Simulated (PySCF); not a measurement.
Predicted microwave data (PBE0/pcSseg-1 in PySCF (dipole) on a GFN2-xTB geometry, gas phase) for one isomer of C4H12Si3:

- Rotational constants: A = 1646, B = 1441, C = 1019 MHz
- Dipole components: |μa| = 0.33 D, |μb| = 0.36 D, |μc| = 0.10 D
- Inertial defect: -161.75 u·Å²
- κ: 0.35

Question: Which structure is it? (One computed conformer of each.)
A. `[CH3:1][C:2]1=[CH:3][Si@H:4]([SiH3:5])[CH2:6][SiH2:7]1` with C2–C3–Si4–Si5 113°, C3–Si4–C6–Si7 8°, Si4–C6–Si7–C2 -8°, C1–C2–Si7–C6 -175°
B. `[CH:1]#[C:2][CH2:3][SiH2:4][Si@@H:5]([CH3:6])[SiH3:7]` with C2–C3–Si4–Si5 -46°, C3–Si4–Si5–C6 -50°
C. `[CH2:1]=[C:2]1[SiH2:3][SiH2:4][SiH2:5][C@H:6]1[CH3:7]` with C1–C2–Si3–Si4 -139°, C2–Si3–Si4–Si5 -6°, Si3–Si4–Si5–C6 -15°, Si4–Si5–C6–C7 -81°
D. `[SiH3:1]/[CH:2]=[CH:3]/[SiH2:4][SiH:5]1[CH2:6][CH2:7]1` with C2–C3–Si4–Si5 128°, C3–Si4–Si5–C6 -144°
E. `[CH2:1]=[CH:2][C@H:3]1[SiH2:4][C@H:5]([SiH3:6])[SiH2:7]1` with C1–C2–C3–Si4 127°, C2–C3–Si4–C5 130°, C3–Si4–C5–Si6 113°, Si4–C5–Si7–C3 9°, C2–C3–Si7–C5 -130°

Answer: C. It is C=C1[SiH2][SiH2][SiH2][C@H]1C, an asymmetric top, point group C1. The candidates at the same level (rigid rotor, commonest isotopes):

```json
{"SMILES": "C#CC[SiH2][Si@@H](C)[SiH3]", "A (MHz)": "1523", "B (MHz)": "1070", "C (MHz)": "838.6", "μa (D)": "0.41", "μb (D)": "0.67", "μc (D)": "0.71", "Δ (u·Å²)": "-201.25", "point group": "C1", "rotor": "asymmetric top"}
{"SMILES": "CC1=C[Si@H]([SiH3])C[SiH2]1", "A (MHz)": "2374", "B (MHz)": "880.9", "C (MHz)": "742.7", "μa (D)": "0.76", "μb (D)": "0.04", "μc (D)": "0.08", "Δ (u·Å²)": "-106.02", "point group": "C1", "rotor": "asymmetric top"}
{"SMILES": "C=C1[SiH2][SiH2][SiH2][C@H]1C", "A (MHz)": "1646", "B (MHz)": "1441", "C (MHz)": "1019", "μa (D)": "0.33", "μb (D)": "0.36", "μc (D)": "0.10", "Δ (u·Å²)": "-161.75", "point group": "C1", "rotor": "asymmetric top"}
{"SMILES": "C=C[C@H]1[SiH2][C@H]([SiH3])[SiH2]1", "A (MHz)": "3031", "B (MHz)": "807.0", "C (MHz)": "703.9", "μa (D)": "0.14", "μb (D)": "0.00", "μc (D)": "0.42", "Δ (u·Å²)": "-74.99", "point group": "Cs", "rotor": "near-prolate asymmetric top"}
{"SMILES": "[SiH3]/C=C/[SiH2][SiH]1CC1", "A (MHz)": "4691", "B (MHz)": "444.9", "C (MHz)": "429.5", "μa (D)": "0.07", "μb (D)": "0.12", "μc (D)": "0.11", "Δ (u·Å²)": "-66.83", "point group": "C1", "rotor": "near-prolate asymmetric top"}
```

`[SiH3]/C=C/[SiH2][SiH]1CC1` has A 185 % too high; `C=C[C@H]1[SiH2][C@H]([SiH3])[SiH2]1` has A 84 % too high; `CC1=C[Si@H]([SiH3])C[SiH2]1` has A 44 % too high; `C#CC[SiH2][Si@@H](C)[SiH3]` has B 26 % too low. No structure here is proved a minimum.
